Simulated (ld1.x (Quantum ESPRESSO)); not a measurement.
Ranking TM potentials for Ta

All share these settings but for the change named:

tantalum (Ta), norm-conserving Troullier–Martins (Kleinman–Bylander form), made with ld1.x (Quantum ESPRESSO) 7.5 (PBE, scalar-relativistic). Core [Xe] 4f14, reference 5d3 6s1 6p1. Waves: 6s (bound): rc 2.90 bohr; 5d (bound): rc 2.05 bohr; 6p (bound): rc 2.90 bohr. Local part: the p channel. Core correction: Bessel-smoothed model core inside 1.30 bohr.

Test errors are all-electron minus pseudo excitation energies from the reference, over 5d3 6s2 6p0; 5d3 6s1 6p0; 5d3 6s0 6p0; 5d4 6s1 6p0; 5d2 6s2 6p1; 5d4 6s0 6p0; 5d2 6s0 6p0. None of these files shows a bound ghost.

The base gives 245.7 meV.

Of 8 variants that were run, those that failed, showed a ghost or another fault, or gave nearly equal values are left out.

A variant can come out equal or close to the base, since the largest error may sit in a test that the change hardly touches while other tests move.

Problem. Rank these variants by their largest absolute test error, smallest first.
A. core correction Bessel-smoothed model core inside 2.50 bohr
B. core correction Bessel-smoothed model core inside 0.86 bohr
C. core correction none

Solution. C (81.9 meV), A (216.0 meV), B (245.6 meV).
